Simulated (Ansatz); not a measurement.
`Cn1cccc1-c1ccc(-c2ccc(-c3cccn3C)n2C)n1C` with charge +1. Total charge 1; doublet. Geometry PBE-D4/def2-SVP, that of the neutral singlet; atoms count from 1.

Cartesian coordinates in Å:
```
C -4.290 -2.967 2.564
N -4.358 -1.519 2.585
C -5.471 -0.801 2.964
C -5.190 0.556 2.836
C -3.853 0.662 2.367
C -3.343 -0.638 2.218
C -2.027 -1.093 1.796
C -1.201 -2.097 2.325
C -0.011 -2.130 1.557
C -0.114 -1.147 0.567
C 0.825 -0.844 -0.507
C 1.386 -1.721 -1.441
C 2.301 -0.984 -2.232
C 2.295 0.342 -1.773
C 3.034 1.505 -2.244
C 2.609 2.823 -2.471
C 3.720 3.563 -2.959
C 4.797 2.686 -3.021
N 4.384 1.447 -2.583
C 5.247 0.286 -2.484
N 1.394 0.412 -0.715
C 1.207 1.556 0.154
N -1.353 -0.526 0.718
C -1.916 0.430 -0.214
H -3.587 -3.298 1.776
H -3.939 -3.382 3.534
H -5.294 -3.379 2.349
H -6.381 -1.316 3.292
H -5.878 1.378 3.063
H -3.292 1.585 2.185
H -1.427 -2.698 3.212
H 0.864 -2.772 1.707
H 1.118 -2.779 -1.540
H 2.873 -1.352 -3.091
H 1.587 3.192 -2.327
H 3.736 4.622 -3.242
H 5.834 2.846 -3.338
H 6.281 0.615 -2.267
H 5.256 -0.308 -3.423
H 4.898 -0.372 -1.666
H 0.437 2.257 -0.231
H 0.892 1.202 1.155
H 2.157 2.116 0.243
H -3.005 0.257 -0.313
H -1.430 0.302 -1.200
H -1.770 1.479 0.119
```

Single mean-field runs in def2-TZVP are fitted with def2-universal-jkfit.

(1) Estimate the Mulliken populations of the heavy atoms from the PBE0/def2-TZVP orbitals of Ansatz.

(2) Where does the spin sit?

(3) And the Mayer bond orders between bonded heavy atoms (over 0.3)?

Results:

(1) 
```tsv
atom	charge (e)	spin (α − β)
C1	-0.38	0.00
N2	0.04	-0.02
C3	-0.13	0.14
C4	-0.13	-0.01
C5	-0.25	0.07
C6	0.05	0.04
C7	0.16	0.13
C8	-0.22	0.04
C9	-0.19	0.05
C10	0.05	0.12
C11	0.05	0.12
C12	-0.19	0.05
C13	-0.22	0.04
C14	0.16	0.13
C15	0.05	0.04
C16	-0.25	0.07
C17	-0.13	-0.01
C18	-0.13	0.14
N19	0.04	-0.02
C20	-0.38	0.00
N21	0.05	-0.03
C22	-0.39	0.00
N23	0.05	-0.03
C24	-0.39	0.00
```
Mulliken values and Mayer orders depend strongly on the basis.

(2) Summed by element: C 1.15, N -0.10, H -0.04, of 1 unpaired in all. Largest on single atoms: C18 0.14, C3 0.14, C7 0.13.

(3) C1–N2 0.92 (1.45 Å); N2–C3 1.25 (1.38 Å); N2–C6 1.20 (1.39 Å); C3–C4 1.48 (1.39 Å); C4–C5 1.44 (1.42 Å); C5–C6 1.39 (1.40 Å); C6–C7 0.91 (1.46 Å); C7–C8 1.36 (1.40 Å); C7–N23 1.23 (1.39 Å); C8–C9 1.42 (1.42 Å); C9–C10 1.38 (1.40 Å); C10–C11 0.91 (1.46 Å); C10–N23 1.22 (1.39 Å); C11–C12 1.38 (1.40 Å); C11–N21 1.22 (1.39 Å); C12–C13 1.42 (1.42 Å); C13–C14 1.36 (1.40 Å); C14–C15 0.91 (1.46 Å); C14–N21 1.23 (1.39 Å); C15–C16 1.39 (1.40 Å); C15–N19 1.20 (1.39 Å); C16–C17 1.44 (1.42 Å); C17–C18 1.48 (1.39 Å); C18–N19 1.25 (1.38 Å); N19–C20 0.92 (1.45 Å); N21–C22 0.90 (1.45 Å); N23–C24 0.90 (1.45 Å).
